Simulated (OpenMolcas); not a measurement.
Computed levels of 5d in ions with 69 electrons, in cm-1 above ²D_3/2.

```json
{"Program": "OpenMolcas 26.06", "Method": "SS-CASPT2, IPEA 0.25 Eh, imaginary shift 0.1 Eh", "Basis": "ANO-RCC-VQZP", "Scalar Hamiltonian": "DKH2, point nucleus", "Spin-orbit coupling": "state interaction with AMFI integrals over the reference wave functions, term energies averaged over their components"}
```

Active space for each ion: 1 electron in 5 orbitals (5d); closed shells correlated by CASPT2: 5s 5p.

```json
{"Level": "²D_5/2", "Hf3+": "4990", "W5+": "8627", "Re6+": "10783", "Os7+": "13070"}
```

Problem. Estimate ²D_5/2 for Ta4+ from its neighbours Hf3+ and W5+.

Solution. ²D_5/2 is fine structure, which grows about as the fourth power of a screened charge, so the fourth roots are averaged: ((4990^0.25 + 8627^0.25) / 2)^4 = 6623. The calculation gives 6777, so the estimate is off by -2.3 %.

With one active electron, CASPT2 adds the correlation within the correlated inactive shells and between them and that electron, and leaves the splitting within a term as the reference gives it. Only configurations of the active space appear.
